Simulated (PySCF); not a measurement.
**Working with the constants of PPb**

PBE0 constants of PPb, ²Π (doublet), unpaired electrons π ↑ (P def2-SVPD, Pb def2-SVPD with ECP60; scalar-relativistic core potentials (PySCF 2.14); masses 30.9738 and 207.9766 u):

| Property | Result |
| --- | --- |
| ωe | 370.1 cm⁻¹ |
| ωexe | 1.96 cm⁻¹ |
| Be | 0.10562 cm⁻¹ |
| αe | 0.000475 cm⁻¹ |
| D (centrifugal) | 3.44e-08 cm⁻¹ |
| De to P + Pb | 2.53 eV |

(1) Give the vibrational terms G(v) and spacings up to v = 3.

(2) How well does the Morse estimate ωe²/(4ωexe) reproduce De, and what is D0?

These are scalar-relativistic numbers at best; spin–orbit coupling would shift them, the dissociation energy most. The state was picked by a PBE0 search and need not be the measured ground state.

Answers

(1) G(v) = ωe(v+½) − ωexe(v+½)².

| v | G(v) (cm⁻¹) | G(v) − G(v−1) | Bv (cm⁻¹) |
| --- | --- | --- | --- |
| 0 | 185 |  | 0.1054 |
| 1 | 551 | 366 | 0.1049 |
| 2 | 913 | 362 | 0.1044 |
| 3 | 1271 | 358 | 0.1040 |

(2) It gives 2.17 eV, 86 % of the computed De. D0 = De − G(0) = 2.53 − 0.02 = 2.51 eV.
